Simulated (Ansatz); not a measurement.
CH4BFN2 (`FB1NCN1`). The species carries charge 0 and has multiplicity 1.

```xyz
9

F     1.787   -1.318   -0.997
B     0.816   -0.602   -0.455
N     0.164   -0.651    0.814
C    -0.650    0.479    0.363
N     0.041    0.500   -0.928
H     0.485   -0.756    1.760
H    -0.505    1.395    0.946
H    -1.717    0.244    0.294
H    -0.420    0.708   -1.796
```

Q: List the harmonic frequencies (cm⁻¹, unscaled) at PBE0-D4/def2-TZVP in Ansatz. (Best estimate.)

A: Computed: 250, 386, 416, 502, 645, 675, 963, 989, 1047, 1083, 1156, 1183, 1222, 1274, 1425, 1515, 1567, 3029, 3074, 3683, 3688.

Q: Is this a minimum?

A: Yes, all 21 modes are real.

Q: Give the ideal-gas thermochemistry at 298.15 K and 1 bar (rigid rotor, harmonic oscillator; point group C2, symmetry number 2).

A: Zero-point energy 178.1 kJ/mol; H(298) − E = 192.7 kJ/mol; entropy 284.2 J/(mol·K), of which translation 162.5, rotation 98.4, vibration 23.3; G(298) − E = 108.0 kJ/mol.

Q: Rotational constants (cm⁻¹)?

A: 0.4198, 0.1524, 0.1149.
